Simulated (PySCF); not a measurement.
C7H12.
SMILES with atom numbers: `[CH:1]#[C:2][CH2:3][C@@H:4]([CH3:5])[CH2:6][CH3:7]` (hydrogens: H8 on C1; H9, H10 on C3; H11 on C4; H12, H13, H14 on C5; H15, H16 on C6; H17, H18, H19 on C7)

Torsions of this conformer, `[CH:1]#[C:2][CH2:3][C@@H:4]([CH3:5])[CH2:6][CH3:7]`: C2–C3–C4–C5 -66°, C3–C4–C6–C7 57°.

The closed-shell ground state was solved at several levels (PySCF, density fitting, gas phase, non-relativistic). Geometry: PBE0-D3(BJ)/def2-SVP, one conformer, isolated molecule.

```json
{"level": "PBE0/def2-SVPD", "basis functions": "236", "HOMO (eV)": "-7.64", "LUMO (eV)": "0.60", "gap (eV)": "8.24", "dipole (D)": "0.74"}
{"level": "B3LYP/pcJ-1", "basis functions": "309", "HOMO (eV)": "-7.37", "LUMO (eV)": "0.73", "gap (eV)": "8.10", "dipole (D)": "0.68"}
```

**Question.** Estimate the row for PBE0/pcSseg-1, a basis of 179 functions; the other rows only guide the guess.

**Answer.** HOMO -7.62 eV, LUMO 0.99 eV, gap 8.61 eV, dipole 0.70 D.

**Question.** Over all these levels, which gives the widest orbital gap and which the narrowest?

**Answer.** PBE0/pcSseg-1 (global hybrid, 25 % exact exchange) has the widest, 8.61 eV, and B3LYP/pcJ-1 (global hybrid, 20 % exact exchange) the narrowest, 8.10 eV. Functional and basis both differ between the two, so the spread mixes both effects.

**Question.** How far do the dipole and the HOMO energy spread over the levels?

**Answer.** The dipole runs from 0.68 to 0.74 D (mean 0.71 D) and the HOMO from -7.64 to -7.37 eV.
